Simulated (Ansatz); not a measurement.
Gas-phase electronic energies from Ansatz, PBE0-D4/def2-TZVP geometries. CBS: MP2 limit from def2 TZ/QZ plus the TZ coupled-cluster correction, frozen cores. This one scheme is used for every species. def2 core potentials past Kr. For In, Se outer-core shells are correlated without core-valence functions, which leaves a few kJ/mol of doubt a bond. Scalar relativity is left out up to krypton. One conformer a species, not always the lowest.

Consider the ligand exchange at the In–C bond: `C=[CH][In]([F])[F]` + `C[SeH]` → `C[Se][In]([F])[F]` + `C=C`.

```tsv
species	SCS-MP2/def2-TZVPP energy (Eh)
`C=[CH][In]([F])[F]`	-466.78266
`C[SeH]`	-2440.50191
`C[Se][In]([F])[F]`	-2828.91817
`C=C`	-78.40613
```

Work out ΔE.

ΔE = (-2828.91817) + (-78.40613) − (-466.78266) − (-2440.50191) = -0.03973 Eh = -1.08 eV. CCSD(T)/CBS gives -1.15 eV.

Largest T1 diagnostic among the species: 0.016.

From BLYP to BHLYP (50 % exact exchange), in def2-TZVPP and without D4, ΔE moves by −0.04 eV. In def2-TZVPP, CCSD(T) changes the Hartree–Fock value by +0.14 eV (the triples alone add +0.01 eV) and MP2 by +0.11 eV.
